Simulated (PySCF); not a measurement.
Ionisation energy of Hg⁺ by level of theory

Hg⁺ [Xe] 4f14 5d10 6s1 (2S) → Hg²⁺ [Xe] 4f14 5d10 (1S), as a difference of total energies. Calculation: PySCF 2.14, in ANO-RCC-VTZP; scalar relativity by spin-free X2C-1e. Correlated levels: valence: [Xe] 4f14 frozen. The calculations carry no spin-orbit coupling.

| method | ionisation energy (eV) | error (eV) |
| --- | --- | --- |
| UHF | 17.135 | -1.622 |
| MP2 (valence) | 18.646 | -0.111 |
| SCS-MP2 (valence) | 18.438 | -0.319 |
| CCSD (valence) | 18.412 | -0.345 |
| CCSD(T) (valence) | 18.498 | -0.259 |

Reference: 18.757 eV (measured; NIST Atomic Spectra Database, ionization energies).

Errors of the correlated levels include the incompleteness of this basis and the frozen core.
